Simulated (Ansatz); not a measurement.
`FC(F)O[SiH3]` + `CC[TeH]` → `CC[Te][SiH3]` + `OC(F)F` at 700 K and 1 bar (ligand exchange at the Si–O bond).

Computed with Ansatz on PBE0-D4/def2-TZVP structures; ΔE is electronic, products minus reactants. CBS: MP2 limit from def2 TZ/QZ plus the TZ coupled-cluster correction, frozen cores. def2 core potentials past Kr. For Te outer-core shells are correlated without core-valence functions, which leaves a few kJ/mol of doubt a bond. One conformer a species, not always the lowest.

```tsv
species	CCSD(T)/CBS energy (Eh)	H − E (kJ/mol)	S (J/(mol·K))
`FC(F)O[SiH3]`	-604.32648	207.5	436.7
`CC[TeH]`	-347.43450	246.7	397.8
`CC[Te][SiH3]`	-637.73763	320.5	499.9
`OC(F)F`	-314.01610	142.9	339.1
```

H − E and S are ideal-gas, rigid-rotor, harmonic terms from PBE0-D4/def2-TZVP, for one conformer and one mirror image of each species. 1 Eh = 2625.50 kJ/mol, R = 8.31446 J/(mol·K).

**Question.** By hand: ΔE, ΔH, ΔS and ΔG.

**Answer.** ΔE = (-637.73763) + (-314.01610) − (-604.32648) − (-347.43450) = 0.00725 Eh = 19.0 kJ/mol. Δ(H − E) = 320.5 + 142.9 − 207.5 − 246.7 = 9.2, so ΔH = 28.2 kJ/mol. ΔS = 499.9 + 339.1 − 436.7 − 397.8 = 4.5 J/(mol·K). ΔG = 28.2 − 700 × (4.5)/1000 = 25.1 kJ/mol.

**Question.** By hand: the equilibrium constant, and the temperature at which ΔG would vanish if ΔH and ΔS stayed fixed.

**Answer.** log₁₀ K = −ΔG/(RT ln 10) = -1.9. ΔG = 0 at ΔH/ΔS = 6267 K, far beyond where these terms or the molecules hold.

The number of gas molecules stays the same, so ΔS is small and ΔH decides. A doubt of 5 kJ/mol in ΔE shifts log₁₀ K by 0.4 here. Other conformers and mirror images would add mixing entropy, several J/(mol·K) or more a flexible species. Modes under 60 cm⁻¹, often nearly free rotors, make the harmonic entropy too high. These are equilibria of isolated gas molecules and say nothing of rates. Largest T1 diagnostic: 0.012 (customary marks: 0.02 for closed shells, 0.045 for open ones).
